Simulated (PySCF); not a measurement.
## Polarisability and C₆ of Bi⁺ (bismuth, charge +1)

[Xe] 4f14 5d10 6s2 6p2, high-spin 3P determinant. Calculation: PySCF 2.14, in aug-cc-pVQZ-PP with one added diffuse shell each of s, p, d, f, g type with ECP60MDF (8s8p6d4f3g, 117 functions); scalar relativity through the core potential. Coupled (time-dependent) response in atomic units; α is the mean over directions.

```json
{"method": "MN15", "mean α (bohr³)": "26.40", "α xx, yy, zz": "22.75, 28.22, 28.22", "C₆ (like pair)": "239.0", "S(−4)": "181.5"}
```

S(−4) is the Cauchy moment in α(ω) = α(0) + S(−4) ω² + …

Spin-orbit coupling is absent.

α(iu) at MN15:

```tsv
u (hartree)	α(iu) (bohr³)
0	26.40
0.0500	25.96
0.100	24.74
0.200	21.05
0.300	17.23
0.500	11.60
0.750	7.708
1.00	5.598
1.50	3.470
2.00	2.412
3.00	1.371
5.00	0.6055
```

For an ion, C₆ is the dispersion term alone; charge-induced terms of lower order in 1/R come first.

The components differ because the open shell of this determinant is not spherical; for a pure term their mean is the scalar polarisability.

Energies and moments cover only the electrons outside the core potential. Spin-orbit coupling is strong in this species (close to jj coupling), so the high-spin LS determinant is a model state, not a physical level.
